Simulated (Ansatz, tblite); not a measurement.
Cost and result up the ladder for Mg₂Cl₂⁺ (the lowest doublet isomer of a short search) (4 atoms). Charge 1, multiplicity 2. Geometry: PBE0-D4/def2-TZVP.

Cartesian coordinates in Å:
```
Mg -0.7936 -0.8860 -1.0941
Mg 0.7937 0.8858 1.0940
Cl -0.8456 -0.7799 1.2451
Cl 0.8456 0.7801 -1.2450
```

Ansatz on 4 threads of Arm Neoverse V1 on a shared host; xTB runs through tblite on one thread. Times are rough, summed over both states, and most runs start from the orbitals of an earlier one. RPA@PBE/def2-TZVP serves as the yardstick here, not as an exact answer. The other state is a quartet at its own geometry, which has other bonds, so the gap mixes isomer and spin.

The xTB rows come from tblite. LC-ωPBE has ω = 0.4 bohr⁻¹. B3LYP takes the VWN-RPA correlation. HSE06 is defined as in plane-wave codes, on full-range PBE exchange. Correlated methods freeze 12 core orbitals; core or outer-core shells of Mg are correlated, in sets that lack core-valence functions. In CCSD on the charge 1 doublet the largest single amplitude is 0.39, so its Hartree–Fock determinant may place the open shell otherwise than the density functionals do. In the quartet, Cl3 and Cl4 lie 2.62 Å apart (atoms count from 1), so these atoms are partly bonded to each other. The structure comes from a short search, and lower isomers may exist.

Run but left out: HF/STO-3G, HF/def2-TZVP, HF/def2-TZVPP, MP2/def2-TZVP, MP2/def2-TZVPP (doublet: a determinant that CCSD turns far, T1 0.050).

Correlated methods converge slowly with the basis.

xTB has no spin-polarisation term.

```tsv
level	functions	wall time	quartet − doublet (eV)	difference from RPA@PBE/def2-TZVP (eV)	remarks
GFN1-xTB	26	0.006 s	1.57	-1.95	–
GFN2-xTB	36	0.011 s	2.48	-1.04	–
revPBE-D4/def2-TZVP	138	3.9 s	3.39	-0.13	–
PBE-D4/def2-TZVP (with forces)	138	4.4 s	3.49	-0.03	–
PBE0-D4/def2-TZVP	138	5.4 s	3.55	0.04	–
B3LYP-D4/def2-TZVP	138	5.9 s	3.51	-0.01	–
HSE06-D4/def2-TZVP	138	6 s	3.58	0.06	–
RPA@PBE/def2-TZVP	138	6.3 s	3.52	0.00	–
CAM-B3LYP-D4/def2-TZVP	138	7 s	3.51	-0.01	–
LC-ωPBE/def2-TZVP	138	9.4 s	3.47	-0.05	–
r2SCAN-D4/def2-TZVP	138	12 s	3.62	0.11	–
CCSD(T)/def2-TZVPP	148	2.4 min	3.61	0.09	large T1 (0.050) (doublet)
```
